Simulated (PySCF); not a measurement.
**Ionisation energy of Cu⁺ by level of theory**

Cu⁺ [Ar] 3d10 (1S) → Cu²⁺ [Ar] 3d9 (2D), as a difference of total energies. Computed with PySCF 2.14 in aug-cc-pwCVDZ-PP with ECP10MDF, with scalar relativity through the core potential. Correlated levels: valence: 3s2 3p6 frozen; valence and next inner shell: nothing frozen outside the core potential. The calculations carry no spin-orbit coupling.

```json
{"method": "UHF", "ionisation energy (eV)": "17.166", "difference from reference (eV)": "-3.126"}
{"method": "LDA", "ionisation energy (eV)": "21.514", "difference from reference (eV)": "+1.222"}
{"method": "PBE", "ionisation energy (eV)": "20.777", "difference from reference (eV)": "+0.485"}
{"method": "PBE0", "ionisation energy (eV)": "20.135", "difference from reference (eV)": "-0.157"}
{"method": "r2SCAN", "ionisation energy (eV)": "20.152", "difference from reference (eV)": "-0.140"}
{"method": "M06-L", "ionisation energy (eV)": "19.751", "difference from reference (eV)": "-0.541"}
{"method": "LC-wPBE", "ionisation energy (eV)": "20.509", "difference from reference (eV)": "+0.217"}
{"method": "B2PLYP", "ionisation energy (eV)": "20.348", "difference from reference (eV)": "+0.056"}
{"method": "MN15", "ionisation energy (eV)": "21.676", "difference from reference (eV)": "+1.384"}
{"method": "MP2 (valence)", "ionisation energy (eV)": "20.789", "difference from reference (eV)": "+0.497"}
{"method": "SCS-MP2 (valence)", "ionisation energy (eV)": "20.351", "difference from reference (eV)": "+0.059"}
{"method": "MP2 (valence and next inner shell)", "ionisation energy (eV)": "21.327", "difference from reference (eV)": "+1.035"}
{"method": "SCS-MP2 (valence and next inner shell)", "ionisation energy (eV)": "20.779", "difference from reference (eV)": "+0.487"}
```

Reference: 20.292 eV (measured; NIST Atomic Spectra Database, ionization energies).

The reference lies between the lowest fine-structure levels, while these numbers refer to the centres of the terms.

Errors of the correlated levels include the incompleteness of this basis and the frozen core.
